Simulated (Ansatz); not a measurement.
`[F][Ge]([Cl])([Cl])[Cl]` and `[OH][Ge]([F])([Cl])[Cl]` differ in one atom or group.

Ansatz, PBE0-D4/def2-TZVP geometries, multiplicity 1. Each molecule was computed in one conformer, which needn't be the lowest.

Scalar relativity is left out up to krypton.

```csv
property,`[F][Ge]([Cl])([Cl])[Cl]`
"ideal-gas entropy at 298 K and 1 bar (rigid rotor, harmonic PBE0-D4/def2-TZVP) / J/(mol·K)",349
HOMO–LUMO gap (PBE0/def2-TZVPP) / eV,7.76
size of the dipole moment (B3LYP/def2-TZVPP) / D,0.94
size of the dipole moment (ωB97M-V/def2-TZVPP) / D,0.93
HOMO–LUMO gap (ωB97M-V/def2-TZVPP) / eV,12.15
HOMO energy (ωB97M-V/def2-TZVPP) / eV,-12.08
```

(1) Give the same properties after the change, and the shifts. (Best estimate.)

Results:

(1) Computed: 
```json
{"property": "ideal-gas entropy at 298 K and 1 bar (rigid rotor, harmonic PBE0-D4/def2-TZVP) / J/(mol·K)", "`[OH][Ge]([F])([Cl])[Cl]`": "361", "shift": "12"}
{"property": "HOMO–LUMO gap (PBE0/def2-TZVPP) / eV", "`[OH][Ge]([F])([Cl])[Cl]`": "8.34", "shift": "0.58"}
{"property": "size of the dipole moment (B3LYP/def2-TZVPP) / D", "`[OH][Ge]([F])([Cl])[Cl]`": "1.56", "shift": "0.62"}
{"property": "size of the dipole moment (ωB97M-V/def2-TZVPP) / D", "`[OH][Ge]([F])([Cl])[Cl]`": "1.56", "shift": "0.63"}
{"property": "HOMO–LUMO gap (ωB97M-V/def2-TZVPP) / eV", "`[OH][Ge]([F])([Cl])[Cl]`": "12.70", "shift": "0.55"}
{"property": "HOMO energy (ωB97M-V/def2-TZVPP) / eV", "`[OH][Ge]([F])([Cl])[Cl]`": "-12.07", "shift": "0.01"}
```

The zero-point energy changes by 32.0 kJ/mol with +3 modes. Dipoles are sizes alone; their direction can turn.

B3LYP here is the variant with VWN-RPA as its local correlation; programs differ in this.
